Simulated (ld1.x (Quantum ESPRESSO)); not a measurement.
## dysprosium (Dy), PAW: configuration errors across variants

| Property | Result |
| --- | --- |
| Element | Dy |
| Generator | ld1.x (Quantum ESPRESSO) 7.5 |
| Type | PAW |
| Functional | PBEsol |
| Relativity | scalar-relativistic |
| Frozen core | [Kr] 4d10 4f9 |
| Valence charge | 11 |
| Reference configuration | 5s2 5p6 5d1 6s0 6p0 (charge +2) |
| Partial waves | 5s (bound): rcut 1.80, rcutus 2.35 bohr; 6s (bound, empty): rcut 1.80, rcutus 2.35 bohr; 5p (bound): rcut 2.25, rcutus 2.90 bohr; 6p (bound, empty): rcut 2.25, rcutus 2.90 bohr; 5d (bound): rcut 2.10, rcutus 2.85 bohr; 5d channel at 2.25 Ry: rcut 2.10, rcutus 2.85 bohr |
| Local potential | all-electron potential smoothed inside 2.60 bohr (lloc = -1) |
| Core correction | Bessel-smoothed model core inside 1.80 bohr |
| Augmentation charge | PSQ, inside the norm-conserving radii |

All-electron excitation energies from the reference (eV): (1) 5s2 5p6 5d1 6s2 6p0 -19.242; (2) 5s2 5p6 5d1 6s1 6p0 -12.374; (3) 5s2 5p6 5d0 6s0 6p0 19.870; (4) 5s2 5p6 5d2 6s0 6p0 -10.907; (5) 5s2 5p6 5d1 6s0 6p1 -8.596; (6) 5s2 5p6 5d0 6s2 6p1 -17.622; (7) 5s2 5p6 5d1 6s1.5 6p0 -16.468.

The overlap operator is not positive definite (basis up to 400 Ry) in “base”, “core correction a·sin(br)/r model core, default radius (ld1.x builds one for every PAW set, though the input has nlcc=.false.)”, “core correction Bessel-smoothed model core inside 0.94 bohr”, “core correction Bessel-smoothed model core inside 1.30 bohr”, “core correction Bessel-smoothed model core inside 1.50 bohr”, “core correction Bessel-smoothed model core inside 1.84 bohr”, “core correction Bessel-smoothed model core inside 2.04 bohr”, “core correction Bessel-smoothed model core inside 2.28 bohr”, “core correction Bessel-smoothed model core inside 2.52 bohr”. Such files are unfit for use, however small their errors in these radial tests.

A true bound ghost makes a file unfit for plane-wave use even where its test errors are small: the radial tests pick states by their node count and pass the ghost by.

Errors AE − PS in meV (a dash: test not solved or not reliable):

```tsv
change	(1)	(2)	(3)	(4)	(5)	(6)	(7)	bound ghosts
base	-10	-3.8	-83	-33	+3.0	+0.9	-7.4	p (s not tested, overlap not positive)
core correction a·sin(br)/r model core, default radius (ld1.x builds one for every PAW set, though the input has nlcc=.false.)	+35	+12	-74	-24	+20	+48	+23	p (s not tested, overlap not positive)
core correction Bessel-smoothed model core inside 0.94 bohr	-9.9	-3.7	-82	-33	+3.1	+2.0	-7.3	p (s not tested, overlap not positive)
core correction Bessel-smoothed model core inside 1.30 bohr	-9.9	-3.7	-83	-33	+3.1	+1.7	-7.3	p (s not tested, overlap not positive)
core correction Bessel-smoothed model core inside 1.50 bohr	-10	-3.8	-83	-33	+3.0	+1.5	-7.3	p (s not tested, overlap not positive)
core correction Bessel-smoothed model core inside 1.84 bohr	-10	-3.8	-83	-33	+3.0	+0.9	-7.4	p (s not tested, overlap not positive)
core correction Bessel-smoothed model core inside 2.04 bohr	-10	-3.8	-84	-33	+3.0	+0.5	-7.4	p (s not tested, overlap not positive)
core correction Bessel-smoothed model core inside 2.28 bohr	-10	-3.8	-84	-33	+3.0	+0.3	-7.4	p (s not tested, overlap not positive)
core correction Bessel-smoothed model core inside 2.52 bohr	-9.9	-3.8	-84	-33	+3.0	+0.4	-7.3	p (s not tested, overlap not positive)
```

(1) Give the same row for: core correction Bessel-smoothed model core inside 2.74 bohr.

Answers

(1) -9.7, -3.7, -83, -33, +3.0, +0.8, -7.1; bound ghosts: p (s not tested, overlap not positive). Its overlap operator is not positive definite in a basis up to 400 Ry (lowest eigenvalue s -0.23), so the file is unfit for use: the generalised eigenproblem breaks down once the basis is large enough, and its test numbers describe a broken file.
